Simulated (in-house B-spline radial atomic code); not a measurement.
Cs. Computed with a B-spline radial atomic code. Model: non-relativistic spherical atom: semilocal Troullier-Martins pseudo-atom, one channel per l, against all electrons, high spin, G0W0 and RPA with empty states to l = 8, local potential for every l without a channel, a model core (radius 0 = none) keeps its share of the functional.

Without relativity these are model numbers for so heavy an element.

What the tables leave out is listed at the end.

The pseudopotential gives back the lowest level of each angular momentum of its own functional in the configuration it was made in; a second state of the same l is only approximately right. Exact exchange, RPA and GW see the smooth pseudo-orbitals and miss the exchange with the core, for which the functional's share stands in. The column with an uncorrelated core keeps all orbitals and exact exchange, and so separates missing core correlation from pseudisation. Only the three outermost levels and the lowest empty one were computed. RPA here is direct RPA, with no exchange kernel, and its energies carry an (l + 1/2)⁻⁴ tail. A hybrid on a potential with a model core restores only its own semilocal share of the core's exchange.

Command:
```bash
python run_psgw.py task.json out
```
Settings (lengths in bohr, energies in hartree):
```
Z                      55
electrons              55
configuration          [Xe] 6s1
generated_in           [Xe] 6s1
functional             pbe,pbe
core_shells            8
radius_factor          0.8
core_correction        True
ion_configuration      [Kr] 4d10 5s2 5p6
```

Run time, properties included: 57 s on 1 thread of Intel(R) Xeon(R) Platinum 8488C (Sapphire Rapids), with other jobs on the host.

Given: made with PBE; model core radius 0.537 bohr; local radius 0.708 bohr; mean-field start PBE0.

Valence shells of the generating configuration: 4d, 5s, 5p, 6s.

Channel: s 1.287, p 1.447, d 0.578 (radii in bohr).

Computed: largest level miss in the spin-unpolarised generating configuration 0.11 eV; valence RPA correlation energy all-electron orbitals -1.0904 hartree; valence RPA correlation energy pseudo -1.5174 hartree; all-electron RPA polarisability, core included 213.45 bohr³; pseudo-atom RPA polarisability 206.04 bohr³; ionisation by RPA all-electron 4.0454 eV; ionisation by RPA pseudo minus all 0.11 eV.

| level | occupied | mean-field all-electron (eV) | mean-field pseudo minus all (eV) | G0W0 all-electron (eV) | G0W0 uncorrelated core minus all (eV) | G0W0 pseudo minus all (eV) | exchange self-energy all-electron (eV) | exchange self-energy pseudo (eV) |
| --- | --- | --- | --- | --- | --- | --- | --- | --- |
| 6s up | 1 | -2.5736 | -0.086 | -3.9872 | 0.004 | -0.129 | -4.9611 | -4.974 |
| 6s down (empty) | 0 | -1.0097 | -0.073 | -0.45413 | 0.005 | -0.088 | -0.84512 | -0.80206 |

**Question.** What is the ionisation by mean-field pseudo minus all?

**Answer.** 0.105 eV.

**Question.** What is the ionisation by mean-field all-electron?

**Answer.** 3.751 eV.

Among the listed levels the largest G0W0 shift of the pseudo-atom is -0.13 eV, for 6s up on the PBE0 start, while leaving the core uncorrelated moves that level by +0.00 eV. The rest, -0.13 eV, comes from pseudisation and the lost core exchange. Not in the tables (levels of low weight, unsolved or above zero; the highest and the empty levels are kept at any weight): on PBE, a start not tabulated, the G0W0 levels 6s up (pseudo minus all -0.17 eV, weights 0.58 and 0.58), 5p down (pseudo minus all -0.96 eV, weights 0.14 and 0.10), 5p up (pseudo minus all -0.95 eV, weights 0.08 and 0.16), 6s down (pseudo minus all -0.07 eV, weights 0.69 and 0.68); on PBE0 the G0W0 levels 5p down (pseudo minus all -0.97 eV, weights 0.05 and 0.37), 5p up (pseudo minus all -0.98 eV, weights 0.05 and 0.37); no Hartree-Fock pseudo-atom is run with a model core.
